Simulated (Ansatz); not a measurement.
`F[SiH](Br)Br` → `FBr` + `[SiH]Br` at 700 K and 1 bar (silylene formation by 1,1-elimination).

Gas-phase electronic energies from Ansatz, PBE0-D4/def2-TZVP geometries. CCSD(T)/CBS is the MP2 limit (def2-TZVPP, def2-QZVPP) plus CCSD(T) − MP2 in def2-TZVPP, frozen cores. For Br outer-core shells are correlated without core-valence functions, which leaves a few kJ/mol of doubt a bond. Scalar relativity is left out up to krypton.

| species | CCSD(T)/CBS energy (Eh) | H − E (kJ/mol) | S (J/(mol·K)) |
| --- | --- | --- | --- |
| `F[SiH](Br)Br` | -5536.27111 | 89.1 | 408.5 |
| `FBr` | -2673.03720 | 27.2 | 258.2 |
| `[SiH]Br` | -2862.97869 | 49.0 | 302.5 |

H − E and S are ideal-gas, rigid-rotor, harmonic terms from PBE0-D4/def2-TZVP. 1 Eh = 2625.50 kJ/mol, R = 8.31446 J/(mol·K).

Q: By hand: ΔE, ΔH, ΔS and ΔG.

A: ΔE = (-2673.03720) + (-2862.97869) − (-5536.27111) = 0.25522 Eh = 670.1 kJ/mol. Δ(H − E) = 27.2 + 49.0 − 89.1 = -12.9, so ΔH = 657.2 kJ/mol. ΔS = 258.2 + 302.5 − 408.5 = 152.2 J/(mol·K). ΔG = 657.2 − 700 × (152.2)/1000 = 550.7 kJ/mol.

Q: By hand: the equilibrium constant, and the temperature at which ΔG would vanish if ΔH and ΔS stayed fixed.

A: log₁₀ K = −ΔG/(RT ln 10) = -41.1. ΔG = 0 at ΔH/ΔS = 4318 K, far beyond where these terms or the molecules hold.

The number of gas molecules changes by +1, which sets the sign of ΔS. A doubt of 5 kJ/mol in ΔE shifts log₁₀ K by 0.4 here. These are equilibria of isolated gas molecules and say nothing of rates. Largest T1 diagnostic: 0.011 (customary marks: 0.02 for closed shells, 0.045 for open ones).
